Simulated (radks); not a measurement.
Values are calculated unless marked as measured or tabulated.
Isoelectronic series with 54 electrons, all held in the configuration [Xe], which need not be the ground one along the series. Code: a radial shooting solver on a logarithmic mesh with Libxc functionals. Model: scalar-relativistic Kohn-Sham, r2SCAN, spin-polarised, spherical densities, finite nucleus; meta-GGA in the generalised Kohn-Sham scheme; Fermi nuclear charge, rms radius of each element as measured or else 0.836 A^(1/3) + 0.57 fm. Total energies (hartree) and mean radii <r> (bohr):

| ion | E (hartree) | 5p | 5s |
|---|---|---|---|
| Xe | -7448.02891 | 2.303 | 1.878 |
| La3+ | -8492.6746 | 1.755 | 1.549 |
| Nd6+ | -9616.4719 | 1.464 | 1.331 |
| Eu9+ | -10820.6893 | 1.270 | 1.172 |
| Dy12+ | -12106.9682 | 1.127 | 1.050 |
| Tm15+ | -13477.1754 | 1.016 | 0.9524 |
| Hf18+ | -14933.2828 | 0.9258 | 0.8717 |
| Re21+ | -16477.7264 | 0.8514 | 0.8036 |
| Tl27+ | -19842.0592 | 0.7344 | 0.6944 |

Estimate the row of Pt24+.

Answer. E (hartree) -18113.0112; 5p 0.7885; 5s 0.7452.
